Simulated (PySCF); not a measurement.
PySCF input for ClH₃Si, SMILES [SiH3]Cl (connectivity only; charge and spin as stated), charge -1, multiplicity 2, TPSSh-D3(BJ)/def2-TZVPD. 

```python
import numpy as np
from pyscf import gto, scf, dft
from pyscf.geomopt import geometric_solver

mol = gto.M(
    atom='''
    Si   -0.10870000   -0.00880000   -0.00270000
    Cl    1.88140000    0.05990000    0.04310000
    H    -0.50330000   -0.98410000   -1.01790000
    H    -0.58530000    1.33600000   -0.40500000
    H    -0.65340000   -0.41990000    1.31040000
    ''',
    basis='def2-TZVPD',
    charge=-1,
    spin=1,
    max_memory=1600,
    verbose=3,
)
mf = dft.UKS(mol, xc='tpssh').density_fit(auxbasis='def2-universal-jkfit')
mf.disp = 'd3bj'
mf.grids.level = 4
mf.conv_tol = 1e-9
mf.max_cycle = 100
mf.kernel()
fine, coarse = mf.grids, dft.Grids(mol).set(level=1).build(with_non0tab=True)
for _ in range(3):  # follow internal instabilities
    mf.grids = coarse
    mo, _, stable, _ = mf.stability(return_status=True, nroots=4)
    mf.grids = fine
    if stable:
        break
    mf.kernel(mf.make_rdm1(mo, mf.mo_occ))
grad = mf.nuc_grad_method()
grad.grid_response = mol.nao <= 150
conv, mol_eq = geometric_solver.kernel(grad, convergence_set='GAU_TIGHT', maxsteps=100)
print(mol_eq.tostring(format='xyz'))
mf.reset(mol_eq)
mf.kernel()
```

Log of the run:

```
[...]
   H  -0.454407   1.204851  -0.504006    0.003209 -0.009128 -0.000593
   H  -0.468684  -0.502724   1.179596   -0.007483  0.005284  0.006385
converged SCF energy = -751.589725907519  <S^2> = 0.75432524  2S+1 = 2.0043206
--------------- DFUKS_Scanner gradients ---------------
         x                y                z
0 Si    -0.0018720846    -0.0003575521    -0.0002282046
1 Cl     0.0014616121     0.0002240360     0.0004060860
2 H     0.0003826320     0.0001226222    -0.0000697516
3 H    -0.0001695336    -0.0001182527    -0.0000366207
4 H     0.0001973741     0.0001291466    -0.0000715091
----------------------------------------------
cycle 28: E = -751.589725908  dE = -8.11701e-05  norm(grad) = 0.0025114
Step   27 : Displace = 1.105e-02/1.256e-02 (rms/max) Trust = 2.048e-01 (+) Grad = 1.123e-03/1.920e-03 (rms/max) E (change) = -751.5897259075 (-8.117e-05) Quality = 1.398
Hessian Eigenvalues: 3.55923e-02 5.00000e-02 5.00000e-02 ... 1.64207e-01 1.71133e-01 2.36932e-01

Geometry optimization cycle 29
Cartesian coordinates (Angstrom)
 Atom        New coordinates             dX        dY        dZ
  Si  -0.076873  -0.226553  -0.234734    0.007884 -0.005918  0.003626
  Cl   2.257605   0.445598   0.468317   -0.015883  0.006497 -0.004271
   H  -1.234258  -0.932255  -0.982296    0.000684  0.005238 -0.000378
   H  -0.444369   1.199094  -0.505513    0.010038 -0.005757 -0.001507
   H  -0.471406  -0.502784   1.182126   -0.002723 -0.000060  0.002529
converged SCF energy = -751.589771606947  <S^2> = 0.75435426  2S+1 = 2.0043495
--------------- DFUKS_Scanner gradients ---------------
         x                y                z
0 Si    -0.0007747611    -0.0008740974     0.0001492783
1 Cl     0.0007077240     0.0002541679     0.0001257287
2 H     0.0001675160     0.0004278127    -0.0002311290
3 H    -0.0002075911    -0.0000365609    -0.0000381828
4 H     0.0001071122     0.0002286776    -0.0000056952
----------------------------------------------
cycle 29: E = -751.589771607  dE = -4.56994e-05  norm(grad) = 0.00153038
Step   28 : Displace = 1.074e-02/1.701e-02 (rms/max) Trust = 2.897e-01 (+) Grad = 6.844e-04/1.178e-03 (rms/max) E (change) = -751.5897716069 (-4.570e-05) Quality = 1.286
Hessian Eigenvalues: 2.49749e-02 5.00000e-02 5.00000e-02 ... 1.64430e-01 1.71307e-01 2.54357e-01

Geometry optimization cycle 30
Cartesian coordinates (Angstrom)
 Atom        New coordinates             dX        dY        dZ
  Si  -0.073135  -0.226525  -0.235567    0.003737  0.000027 -0.000833
  Cl   2.247531   0.448111   0.468524   -0.010074  0.002513  0.000207
   H  -1.234669  -0.932572  -0.979410   -0.000411 -0.000317  0.002886
   H  -0.439413   1.199398  -0.506244    0.004956  0.000304 -0.000731
   H  -0.469614  -0.505312   1.180597    0.001793 -0.002527 -0.001529
converged SCF energy = -751.589785964632  <S^2> = 0.75436519  2S+1 = 2.0043604
--------------- DFUKS_Scanner gradients ---------------
         x                y                z
0 Si    -0.0002416554    -0.0006012007     0.0000855468
1 Cl     0.0002080730     0.0001989933     0.0000203424
2 H     0.0000132260     0.0002713507    -0.0001220220
3 H    -0.0000120260     0.0000066564     0.0000110907
4 H     0.0000323824     0.0001242003     0.0000050421
----------------------------------------------
cycle 30: E = -751.589785965  dE = -1.43577e-05  norm(grad) = 0.000784839
Step   29 : Displace = 5.690e-03/9.638e-03 (rms/max) Trust = 3.000e-01 (+) Grad = 3.510e-04/6.536e-04 (rms/max) E (change) = -751.5897859646 (-1.436e-05) Quality = 1.292
Hessian Eigenvalues: 2.37307e-02 5.00000e-02 5.00000e-02 ... 1.64286e-01 1.71457e-01 1.89587e-01

Geometry optimization cycle 31
Cartesian coordinates (Angstrom)
 Atom        New coordinates             dX        dY        dZ
  Si  -0.071896  -0.224175  -0.237158    0.001239  0.002350 -0.001591
  Cl   2.244185   0.446932   0.469825   -0.003346 -0.001179  0.001301
   H  -1.234182  -0.934323  -0.977200    0.000487 -0.001751  0.002210
   H  -0.440070   1.201485  -0.506226   -0.000657  0.002087  0.000018
   H  -0.467337  -0.506819   1.178658    0.002277 -0.001508 -0.001938
converged SCF energy = -751.589790204702  <S^2> = 0.75436797  2S+1 = 2.0043632
--------------- DFUKS_Scanner gradients ---------------
         x                y                z
0 Si    -0.0000529587    -0.0002037563    -0.0000399455
1 Cl     0.0000268340     0.0001023885     0.0000117398
2 H    -0.0000390121     0.0000730443     0.0000021462
3 H     0.0000728357     0.0000096196     0.0000266865
4 H    -0.0000076989     0.0000187038    -0.0000006270
----------------------------------------------
cycle 31: E = -751.589790205  dE = -4.24007e-06  norm(grad) = 0.000265781
Step   30 : Displace = 3.016e-03/3.881e-03 (rms/max) Trust = 3.000e-01 (=) Grad = 1.189e-04/2.143e-04 (rms/max) E (change) = -751.5897902047 (-4.240e-06) Quality = 1.247
Hessian Eigenvalues: 2.41636e-02 4.99932e-02 5.00000e-02 ... 1.64429e-01 1.64902e-01 1.71853e-01

Geometry optimization cycle 32
Cartesian coordinates (Angstrom)
 Atom        New coordinates             dX        dY        dZ
  Si  -0.071629  -0.222626  -0.237617    0.000267  0.001549 -0.000459
  Cl   2.244069   0.445213   0.470270   -0.000115 -0.001719  0.000444
   H  -1.233072  -0.935267  -0.976849    0.001110 -0.000944  0.000351
   H  -0.442176   1.202602  -0.505977   -0.002105  0.001117  0.000249
   H  -0.466493  -0.506822   1.178072    0.000844 -0.000003 -0.000586
converged SCF energy = -751.589791090726  <S^2> = 0.75436879  2S+1 = 2.004364
--------------- DFUKS_Scanner gradients ---------------
         x                y                z
0 Si    -0.0000044768    -0.0000280981    -0.0000503786
1 Cl     0.0000010277     0.0000340012     0.0000116173
2 H    -0.0000301439     0.0000013509     0.0000264508
3 H     0.0000456855     0.0000057476     0.0000120054
4 H    -0.0000120925    -0.0000130016     0.0000003050
----------------------------------------------
cycle 32: E = -751.589791091  dE = -8.86025e-07  norm(grad) = 9.39652e-05
Step   31 : Displace = 1.693e-03/2.162e-03 (rms/max) Trust = 3.000e-01 (=) Grad = 4.202e-05/5.786e-05 (rms/max) E (change) = -751.5897910907 (-8.860e-07) Quality = 1.267
Hessian Eigenvalues: 2.42198e-02 4.96964e-02 5.00000e-02 ... 1.64098e-01 1.67804e-01 1.73762e-01

Geometry optimization cycle 33
Cartesian coordinates (Angstrom)
 Atom        New coordinates             dX        dY        dZ
  Si  -0.071562  -0.222069  -0.237504    0.000067  0.000557  0.000113
  Cl   2.244341   0.444350   0.470196    0.000271 -0.000863 -0.000073
   H  -1.232187  -0.935609  -0.977142    0.000885 -0.000342 -0.000294
   H  -0.443477   1.202871  -0.505786   -0.001301  0.000270  0.000191
   H  -0.466415  -0.506444   1.178136    0.000078  0.000378  0.000064
converged SCF energy = -751.589791254925  <S^2> = 0.75436946  2S+1 = 2.0043647
--------------- DFUKS_Scanner gradients ---------------
         x                y                z
0 Si     0.0000027096     0.0000122571    -0.0000132256
1 Cl    -0.0000001379     0.0000016030     0.0000042533
2 H    -0.0000103490    -0.0000057412     0.0000106202
3 H     0.0000110763     0.0000000959     0.0000005475
4 H    -0.0000032990    -0.0000082149    -0.0000021954
----------------------------------------------
cycle 33: E = -751.589791255  dE = -1.64199e-07  norm(grad) = 2.84993e-05
Step   32 : Displace = 8.988e-04/1.251e-03 (rms/max) Trust = 3.000e-01 (=) Grad = 1.275e-05/1.823e-05 (rms/max) E (change) = -751.5897912549 (-1.642e-07) Quality = 1.175
Hessian Eigenvalues: 2.42549e-02 4.73149e-02 5.00000e-02 ... 1.63142e-01 1.65941e-01 1.72329e-01

Geometry optimization cycle 34
Cartesian coordinates (Angstrom)
 Atom        New coordinates             dX        dY        dZ
  Si  -0.071545  -0.222056  -0.237398    0.000017  0.000013  0.000106
  Cl   2.244405   0.444332   0.470101    0.000064 -0.000018 -0.000096
   H  -1.231904  -0.935708  -0.977312    0.000283 -0.000099 -0.000170
   H  -0.443764   1.202815  -0.505738   -0.000287 -0.000057  0.000048
   H  -0.466493  -0.506282   1.178247   -0.000077  0.000161  0.000111
converged SCF energy = -751.589791265974  <S^2> = 0.75436977  2S+1 = 2.004365
--------------- DFUKS_Scanner gradients ---------------
         x                y                z
0 Si    -0.0000044928     0.0000040695    -0.0000048328
1 Cl     0.0000034142    -0.0000020486     0.0000013020
2 H    -0.0000010344     0.0000005000     0.0000020629
3 H     0.0000024769    -0.0000008295    -0.0000002406
4 H    -0.0000003638    -0.0000016915     0.0000017084
----------------------------------------------
cycle 34: E = -751.589791266  dE = -1.10483e-08  norm(grad) = 9.79895e-06
Step   33 : Displace = 2.184e-04/2.775e-04 (rms/max) Trust = 3.000e-01 (=) Grad = 4.382e-06/7.753e-06 (rms/max) E (change) = -751.5897912660 (-1.105e-08) Quality = 1.137
Hessian Eigenvalues: 2.29170e-02 3.76086e-02 5.00000e-02 ... 1.63956e-01 1.68623e-01 1.71883e-01

Geometry optimization cycle 35
Cartesian coordinates (Angstrom)
 Atom        New coordinates             dX        dY        dZ
  Si  -0.071489  -0.222077  -0.237355    0.000056 -0.000021  0.000043
  Cl   2.244321   0.444487   0.470075   -0.000084  0.000155 -0.000025
   H  -1.231750  -0.935819  -0.977359    0.000154 -0.000111 -0.000047
   H  -0.443877   1.202754  -0.505738   -0.000113 -0.000061 -0.000001
   H  -0.466505  -0.506244   1.178276   -0.000013  0.000038  0.000030
converged SCF energy = -751.589791267533  <S^2> = 0.7543699  2S+1 = 2.0043651
--------------- DFUKS_Scanner gradients ---------------
         x                y                z
0 Si     0.0000070663    -0.0000037144     0.0000053676
1 Cl    -0.0000029089    -0.0000043394    -0.0000019073
2 H    -0.0000021216     0.0000015859    -0.0000020205
3 H    -0.0000021480     0.0000049909    -0.0000007885
4 H     0.0000001122     0.0000014769    -0.0000006513
----------------------------------------------
cycle 35: E = -751.589791268  dE = -1.5599e-09  norm(grad) = 1.29357e-05
Step   34 : Displace = 6.442e-05/7.755e-05 (rms/max) Trust = 3.000e-01 (=) Grad = 5.785e-06/9.620e-06 (rms/max) E (change) = -751.5897912675 (-1.560e-09) Quality = 0.956
Hessian Eigenvalues: 1.60296e-02 3.73509e-02 5.00000e-02 ... 1.68496e-01 1.70598e-01 1.99495e-01

Geometry optimization cycle 36
Cartesian coordinates (Angstrom)
 Atom        New coordinates             dX        dY        dZ
  Si  -0.071469  -0.222107  -0.237334    0.000020 -0.000030  0.000021
  Cl   2.244269   0.444770   0.470082   -0.000052  0.000284  0.000007
   H  -1.231610  -0.935991  -0.977382    0.000140 -0.000172 -0.000024
   H  -0.443992   1.202669  -0.505763   -0.000115 -0.000085 -0.000025
   H  -0.466498  -0.506241   1.178297    0.000007  0.000003  0.000021
converged SCF energy = -751.589791270486  <S^2> = 0.75437006  2S+1 = 2.0043653
--------------- DFUKS_Scanner gradients ---------------
         x                y                z
0 Si     0.0000023511    -0.0000014545     0.0000065153
1 Cl    -0.0000022911    -0.0000037494    -0.0000023538
2 H    -0.0000009584     0.0000020291    -0.0000033055
3 H    -0.0000001771     0.0000001871     0.0000009632
4 H     0.0000010756     0.0000029877    -0.0000018193
----------------------------------------------
cycle 36: E = -751.58979127  dE = -2.95233e-09  norm(grad) = 1.02611e-05
Step   35 : Displace = 3.022e-05/3.346e-05 (rms/max) Trust = 3.000e-01 (=) Grad = 4.589e-06/7.078e-06 (rms/max) E (change) = -751.5897912705 (-2.952e-09) Quality = 2.210
Hessian Eigenvalues: 1.60296e-02 3.73509e-02 5.00000e-02 ... 1.68496e-01 1.70598e-01 1.99495e-01
Converged! =D

5
XYZ from PySCF
Si         -0.07146899       -0.22210708       -0.23733379
Cl          2.24426860        0.44477028        0.47008236
H          -1.23160967       -0.93599078       -0.97738249
H          -0.44399165        1.20266888       -0.50576344
H          -0.46649829       -0.50624131        1.17829736
converged SCF energy = -751.589791270481  <S^2> = 0.75437008  2S+1 = 2.0043653
```

The calculation finished and met its thresholds.
